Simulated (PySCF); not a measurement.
**[Tc3Te]+, singlet: molecular constants**

Level of theory: PBE0/[Te def2-SVP with ECP28, Tc def2-SVP with ECP28], scalar-relativistic core potentials, density fitting, no spin–orbit coupling, PySCF.

The structure is a minimum.

* Point group: C3v
* Bond lengths: Tc–Tc 2.288 Å (×3), Te–Tc 2.595 Å (×3)
* Bond angles: Tc–Tc–Tc 60.0° (×3), Tc–Tc–Te 63.8° (×6), Tc–Te–Tc 52.3° (×3)
* Dipole moment about the centre of mass: 2.79 D
* Principal polarisabilities: 118.4, 118.4, 130.7 bohr³
* Entropy at 298.15 K and 1 bar: 352.4 J/(mol K)
* Lowest empty level: -7.36 eV
* Enthalpy at 298.15 K above 0 K: 17.98 kJ/mol
* Rotational symmetry number: 3
* Zero-point energy: 8.6 kJ/mol
* Highest occupied level: -9.51 eV
* Principal quadrupole moments (Buckingham, traceless) about the centre of mass: -2.44, 1.22, 1.22 D Å
* Heat capacity Cp at 298.15 K: 77.7 J/(mol K)
* Rotational constants: 0.03256, 0.02376, 0.02376 cm⁻¹

Harmonic modes (masses in u: Te 129.906, Tc 98.907):
| symmetry | ω (cm⁻¹) | IR (km/mol, summed over degenerate members) |
| --- | --- | --- |
| e | 165 | 0.0 |
| a1 | 228 | 1.0 |
| e | 240 | 2.1 |
| a1 | 393 | 0.0 |

In C3v the vibrations span 2e + 2a1.

Charges (e):
```json
{"atom": "Te1", "Mulliken": "0.23", "Löwdin": "0.87", "polar tensor": "0.06", "Mayer order to Te1": "–"}
{"atom": "Tc2,3,4", "Mulliken": "0.26", "Löwdin": "0.04", "polar tensor": "0.31", "Mayer order to Te1": "1.02"}
```
Other Mayer orders above 0.3: Tc–Tc 2.06 (×3).

Mulliken populations on Te1 (electrons outside its core potential): s 3.92, p 9.74, d 10.12.

Outer orbital energies (eV). occupied: -12.70, -12.70, -12.13, -11.68, -11.04, -11.04, -9.51, -9.51; empty: -7.36, -7.35, -7.05, -6.79.

Stability towards spin polarisation was not tested. Only a few start shapes were tried, so a lower isomer may exist.

The final relaxation and frequency run took about 3 core-minutes on a shared host.
